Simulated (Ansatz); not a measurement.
`Cl[SiH2][S][GeH3]` + H₂ → GeH₄ + `S[SiH2]Cl`  (hydrogenolysis of a Ge–S bond)

Isolated molecules relaxed with PBE0-D4/def2-TZVP in Ansatz; ΔE leaves out vibrations. CBS: MP2 limit from def2 TZ/QZ plus the TZ coupled-cluster correction, frozen cores. This one scheme is used for every species. Functionals use def2-TZVPP. For Ge outer-core shells are correlated without core-valence functions, which leaves a few kJ/mol of doubt a bond. Scalar relativity is left out up to krypton. One conformer a species, not always the lowest.

CCSD(T)/CBS gives +29.2 kJ/mol.

(1) Another level gave +27.8 kJ/mol. Which?
A. r2SCANh-D4/def2-TZVPP
B. HF/def2-TZVPP
C. B2PLYP/def2-TZVPP
D. BLYP/def2-TZVPP

(2) What do rigid-rotor, harmonic-oscillator terms from PBE0-D4/def2-TZVP frequencies (298.15 K, 1 bar) make of the CCSD(T)/CBS value? (Best estimate.)

Largest T1 diagnostic among the species: 0.012.

Results:

(1) A. r2SCANh-D4 27.8, B2PLYP 20.1, BLYP 11.0, HF/def2-TZVPP 5.4 kJ/mol.

(2) Computed: ΔZPE = +8.7 kJ/mol, ΔH = +33.1 kJ/mol, ΔS = 7 J/(mol·K), ΔG = +30.9 kJ/mol. Modes under 50 cm⁻¹ make the entropy rough.

In def2-TZVPP, CCSD(T) changes the Hartree–Fock value by +19.3 kJ/mol (the triples alone add +5.3 kJ/mol) and MP2 by +30.1 kJ/mol. At CCSD(T), def2-SVP lies −20.5 kJ/mol from the extrapolated value and def2-TZVPP −4.5 kJ/mol.
